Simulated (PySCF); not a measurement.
PySCF input for CF2I, SMILES F[C](F)I (connectivity only; charge and spin as stated), charge +1, multiplicity 1, TDA-CAM-B3LYP/def2-SVPD. Coordinates come from a PBE0-D3(BJ)/def2-SVP optimisation. The multiplicity is an assumed one; other spin states were not compared. The isomer is the one that the SMILES or the coordinates give; other isomers of the formula were not compared. The def2 effective core potentials stand for the cores of I; spin–orbit coupling is left out.

```python
import numpy as np
from pyscf import gto, scf, dft, tdscf

mol = gto.M(
    atom='''
    F     0.00000000    1.05305857   -1.89356131
    C     0.00000000    0.00000000   -1.21792805
    F     0.00000000   -1.05305857   -1.89356131
    I     0.00000000    0.00000000    0.78097494
    ''',
    basis='def2-SVPD',
    ecp={'I': 'def2-svp'},
    charge=1,
    spin=0,
    symmetry=True,
    max_memory=1600,
    verbose=4,
)
mf = dft.RKS(mol, xc='cam-b3lyp').density_fit(auxbasis='def2-universal-jkfit')
mf.grids.level = 3
mf.conv_tol = 1e-9
mf.max_cycle = 100
mf.kernel()
mf.grids = dft.Grids(mol).set(level=1).build(with_non0tab=True)  # coarser grid for the response kernel
td = tdscf.TDA(mf)
td.singlet = True
td.nstates = 10
td.conv_tol = 1e-4
td.positive_eig_threshold = 1e-6
td.kernel(x0=td.get_init_guess(mf, 15))
td.analyze()
tt = tdscf.TDA(mf)
tt.singlet = False
tt.nstates = 4
tt.conv_tol = 1e-4
tt.positive_eig_threshold = 1e-6
tt.kernel(x0=tt.get_init_guess(mf, 9))
tt.analyze(verbose=3)
```

Program output:

```
PySCF version 2.14.0

[INPUT] verbose = 4
[INPUT] num. atoms = 4
[INPUT] num. electrons = 48
[INPUT] charge = 1
[INPUT] spin (= nelec alpha-beta = 2S) = 0
[INPUT] symmetry True subgroup None
[INPUT] Mole.unit = angstrom
[INPUT] Symbol           X                Y                Z      unit          X                Y                Z       unit  Magmom
[INPUT]  1 F      0.000000000000   1.053058570000  -1.893561310000 AA    0.000000000000   1.989992290426  -3.578312275973 Bohr   0.0
[INPUT]  2 C      0.000000000000   0.000000000000  -1.217928050000 AA    0.000000000000   0.000000000000  -2.301550453926 Bohr   0.0
[INPUT]  3 F      0.000000000000  -1.053058570000  -1.893561310000 AA    0.000000000000  -1.989992290426  -3.578312275973 Bohr   0.0
[INPUT]  4 I      0.000000000000   0.000000000000   0.780974940000 AA    0.000000000000   0.000000000000   1.475828746749 Bohr   0.0

nuclear repulsion = 188.585788377132
point group symmetry = C2v
symmetry origin: [ 0.00000000e+00  0.00000000e+00 -1.47251382e-09]
symmetry axis x: [1. 0. 0.]
symmetry axis y: [0. 1. 0.]
symmetry axis z: [0. 0. 1.]
num. orbitals of irrep A1 = 42
num. orbitals of irrep A2 = 12
num. orbitals of irrep B1 = 19
num. orbitals of irrep B2 = 28
number of shells = 39
number of NR pGTOs = 166
number of NR cGTOs = 101
basis = def2-SVPD
ecp = {'I': 'def2-svp'}


******** <class 'pyscf.df.df_jk.DFSymAdaptedRKS'> ********
method = DFSymAdaptedRKS
initial guess = minao
damping factor = 0
level_shift factor = 0
DIIS = <class 'pyscf.scf.diis.CDIIS'>
diis_start_cycle = 1
diis_space = 8
diis_damp = 0
SCF conv_tol = 1e-09
SCF conv_tol_grad = None
SCF max_cycles = 100
direct_scf = False
XC library pyscf.dft.libxc version 7.1.2
    S. Lehtola, C. Steigemann, M. J. T. Oliveira, and M. A. L. Marques,  SoftwareX 7, 1–5 (2018)
XC functionals = cam-b3lyp
    T. Yanai, D. P. Tew, and N. C. Handy,  Chem. Phys. Lett. 393, 51 (2004)
radial grids:
    Treutler-Ahlrichs [JCP 102, 346 (1995); DOI:10.1063/1.469408] (M4) radial grids

becke partition: Becke, JCP 88, 2547 (1988); DOI:10.1063/1.454033
pruning grids: <function nwchem_prune>
grids dens level: 3
symmetrized grids: True
atomic radii adjust function: <function treutler_atomic_radii_adjust>
small_rho_cutoff = 0
Freeze 0 electrons in irreps []
    48 free electrons in irreps A1 A2 B1 B2
Set gradient conv threshold to 3.16228e-05
Initial guess from minao.
tot grids = 64600
******** <class 'pyscf.df.df.DF'> ********
auxbasis = def2-universal-jkfit
Create RSH-DF object <pyscf.df.df.DF object> for omega=0.33
******** <class 'pyscf.df.df.DF'> ********
auxbasis = auxmol.basis = def2-universal-jkfit
init E= -504.366221549786
HOMO (B2) = -0.846850657862731  LUMO (A1) = -0.678463525811356  gap/eV = 4.58205
cycle= 1 E= -533.16573501061  delta_E= -28.8  |g|= 2.99  |ddm|= 9.19
HOMO (B2) = -0.350888790263738  LUMO (A1) = -0.345996944791857  gap/eV = 0.13311
cycle= 2 E= -530.183518626353  delta_E= 2.98  |g|= 4.05  |ddm|= 9.01
HOMO (B1) = -0.523314652244937  LUMO (A1) = -0.177386966040558  gap/eV = 9.41317
cycle= 3 E= -534.523255656332  delta_E= -4.34  |g|= 1.08  |ddm|= 5.47
HOMO (B2) = -0.58444960206392  LUMO (B1) = -0.399891183684269  gap/eV = 5.02209
cycle= 4 E= -534.860819352969  delta_E= -0.338  |g|= 0.273  |ddm|= 1.55
HOMO (B2) = -0.580733191164452  LUMO (B1) = -0.321261570609409  gap/eV = 7.06058
cycle= 5 E= -534.880190844128  delta_E= -0.0194  |g|= 0.107  |ddm|= 0.381
HOMO (B2) = -0.588561343956254  LUMO (B1) = -0.320445761999211  gap/eV = 7.29580
cycle= 6 E= -534.881843819406  delta_E= -0.00165  |g|= 0.0457  |ddm|= 0.09
HOMO (B2) = -0.591114555211803  LUMO (B1) = -0.316959801617949  gap/eV = 7.46013
cycle= 7 E= -534.882321166046  delta_E= -0.000477  |g|= 0.00894  |ddm|= 0.0462
HOMO (B2) = -0.59087614281534  LUMO (B1) = -0.315601179286494  gap/eV = 7.49061
cycle= 8 E= -534.882357440823  delta_E= -3.63e-05  |g|= 0.00364  |ddm|= 0.0199
HOMO (B2) = -0.590429137172293  LUMO (B1) = -0.315794664835156  gap/eV = 7.47318
cycle= 9 E= -534.882361881717  delta_E= -4.44e-06  |g|= 0.00118  |ddm|= 0.00562
HOMO (B2) = -0.590345632982515  LUMO (B1) = -0.315931440243467  gap/eV = 7.46719
cycle= 10 E= -534.882362590021  delta_E= -7.08e-07  |g|= 0.000165  |ddm|= 0.00353
HOMO (B2) = -0.590332552080419  LUMO (B1) = -0.315941177681393  gap/eV = 7.46657
cycle= 11 E= -534.882362608542  delta_E= -1.85e-08  |g|= 2.05e-05  |ddm|= 0.000638
HOMO (B2) = -0.590327002896057  LUMO (B1) = -0.315938481555379  gap/eV = 7.46649
cycle= 12 E= -534.882362608801  delta_E= -2.59e-10  |g|= 4.27e-06  |ddm|= 5.94e-05
HOMO (B2) = -0.590327473413833  LUMO (B1) = -0.315940123038067  gap/eV = 7.46646
Extra cycle  E= -534.882362608808  delta_E= -7.5e-12  |g|= 2.74e-06  |ddm|= 9.15e-06
converged SCF energy = -534.882362608808
tot grids = 23808
Overwritten attributes  positive_eig_threshold  of <class 'pyscf.tdscf.rks.TDA'>


******** <class 'pyscf.tdscf.rks.TDA'> for <class 'pyscf.df.df_jk.DFSymAdaptedRKS'> ********
nstates = 10 singlet
deg_eia_thresh = 1.000e-03
wfnsym = None
conv_tol = 0.0001
eigh lindep = 1e-12
eigh level_shift = 0
eigh max_cycle = 100


Excitation energies (eV)
[ 3.55273669  5.22304307  5.33214916  5.71553697  7.29360899  8.47271502
  8.93250699  9.41375208  9.84849715 10.14018714]

** Singlet excitation energies and oscillator strengths **
Excited State   1:   A2      3.55274 eV    348.98 nm  f=0.0000
      24 -> 25       -0.70668
Excited State   2:   A1      5.22304 eV    237.38 nm  f=0.1814
      22 -> 26       -0.19051
      23 -> 25       -0.66845
Excited State   3:   B2      5.33215 eV    232.52 nm  f=0.0025
      24 -> 26        0.70232
Excited State   4:   B1      5.71554 eV    216.92 nm  f=0.0008
      23 -> 26       -0.70305
Excited State   5:   B1      7.29361 eV    169.99 nm  f=0.0078
      22 -> 25        0.69423
Excited State   6:   A2      8.47272 eV    146.33 nm  f=0.0000
      21 -> 25       -0.70476
Excited State   7:   B2      8.93251 eV    138.80 nm  f=0.0937
      24 -> 27        0.69491
Excited State   8:   B1      9.41375 eV    131.71 nm  f=0.1536
      23 -> 27       -0.69322
Excited State   9:   A1      9.84850 eV    125.89 nm  f=0.0000
      22 -> 26       -0.37978
      24 -> 29       -0.57937
Excited State  10:   A2     10.14019 eV    122.27 nm  f=0.0000
      23 -> 29       -0.68918
      23 -> 31        0.10287

** Transition electric dipole moments (AU) **
state          X           Y           Z        Dip. S.      Osc.
  1         0.0000     -0.0000     -0.0000      0.0000      0.0000
  2         0.0000     -0.0000      1.1907      1.4178      0.1814
  3         0.0000     -0.1385     -0.0000      0.0192      0.0025
  4         0.0747      0.0000     -0.0000      0.0056      0.0008
  5        -0.2094     -0.0000      0.0000      0.0439      0.0078
  6         0.0000     -0.0000     -0.0000      0.0000      0.0000
  7         0.0000      0.6545     -0.0000      0.4284      0.0937
  8        -0.8161     -0.0000     -0.0000      0.6661      0.1536
  9        -0.0000     -0.0000     -0.0079      0.0001      0.0000
 10        -0.0000     -0.0000      0.0000      0.0000      0.0000

WARN: ECP detected. Skipping calculation of transition velocity and magnetic dipole moments, which have not yet been implemented.



******** <class 'pyscf.tdscf.rks.TDA'> for <class 'pyscf.df.df_jk.DFSymAdaptedRKS'> ********
nstates = 4 triplet
deg_eia_thresh = 1.000e-03
wfnsym = None
conv_tol = 0.0001
eigh lindep = 1e-12
eigh level_shift = 0
eigh max_cycle = 100


Excitation energies (eV)
[3.23992715 3.32653534 4.34859733 4.79212274]

** Triplet excitation energies and oscillator strengths **
Excited State   1:   A1      3.23993 eV    382.68 nm  f=0.0000
Excited State   2:   A2      3.32654 eV    372.71 nm  f=0.0000
Excited State   3:   B2      4.34860 eV    285.11 nm  f=0.0000
Excited State   4:   B1      4.79212 eV    258.73 nm  f=0.0000
```

Self-consistency was reached.
